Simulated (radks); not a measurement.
Ge II, configuration [Ar] 3d7 4s2 4p4 (not the ground configuration).

Calculated with a radial shooting solver on a logarithmic mesh with Libxc functionals: scalar-relativistic Kohn-Sham, r2SCAN, spin-polarised, spherical densities, finite nucleus; open shells are filled with parallel spins first; meta-GGA in the generalised Kohn-Sham scheme; Fermi nuclear charge, rms radius 4.0742 fm.

Energy parts (hartree):
total: -2094.60153
kinetic: 2132.86415
electron-nucleus: -5004.05828
Hartree: 854.61507
exchange-correlation: -78.02247

Orbitals (lengths in bohr, moments of r in powers of bohr; <r^-3> diverges for s and p1/2; r(90%) holds 90 % of the orbital's charge):
orbital  occ.  eigenvalue (hartree)      <r>  r(90%)   <1/r>  <r^-3>
1s up       1             -405.7439  0.04701  0.0840   32.37       -
1s down     1             -405.7360  0.04701  0.0840   32.37       -
2s up       1             -52.85479   0.2099   0.325   7.118       -
2s down     1             -52.71507   0.2095   0.324   7.130       -
2p up       3             -46.34346   0.1839   0.300   6.961   992.6
2p down     3             -46.23397   0.1835   0.299   6.972   995.7
3s up       1              -8.09149   0.6065   0.900   2.354       -
3s down     1              -7.86363   0.6094   0.905   2.338       -
3p up       3              -6.05587   0.6211   0.944   2.213   145.9
3p down     3              -5.82572   0.6251   0.951   2.196   143.0
3d up       5              -2.74372   0.6455    1.05   1.950   16.98
3d down     2              -2.50261   0.6555    1.07   1.928   16.61
4s up       1              -1.10312    1.747    2.57  0.7593       -
4s down     1              -0.99103    1.787    2.64  0.7405       -
4p up       3              -0.66733    2.034    3.04  0.6444   13.98
4p down     1              -0.57042    2.108    3.18  0.6216   12.79

The highest occupied level is 4p down at -15.522 eV. The spin density at the nucleus is 0.820 e/bohr^3 (1s -0.337, 2s -4.692, 3s 4.092, 4s 1.757).
